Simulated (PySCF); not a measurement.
Al(Cl)(vinyl)(OH) (C2H4AlClO), SMILES C=[CH][Al]([OH])[Cl].

The structure is a stationary point at r2SCAN-D4/def2-SVP. The structure was generated by enumeration; whether it is a known compound was not checked. The values are those of a single conformer.

Calculation: PySCF with C-PCM-M06-2X/def2-SVP.

The values are the electrostatic part of the solvation free energy, E(continuum) − E(gas) at the gas-phase geometry, in a cavity of scaled van der Waals radii (PySCF's table); cavitation and dispersion terms are not included. A continuum can't describe solvent molecules that bind to the metal. In vacuum the orbital gap is 9.04 eV. The dipole moment in vacuum is 1.07 D.

### Question
Estimate the values in water (ε = 78.36), n-hexane (ε = 1.88), acetone (ε = 20.49). (The exact figures need the calculation; the answer reports its results.)

### Answer

```csv
solvent,ε,ΔG(elec) (kcal/mol),dipole (D),gap (eV)
water,78.36,-6.7,1.19,9.16
n-hexane,1.88,-3.0,1.13,9.10
acetone,20.49,-6.4,1.19,9.16
```
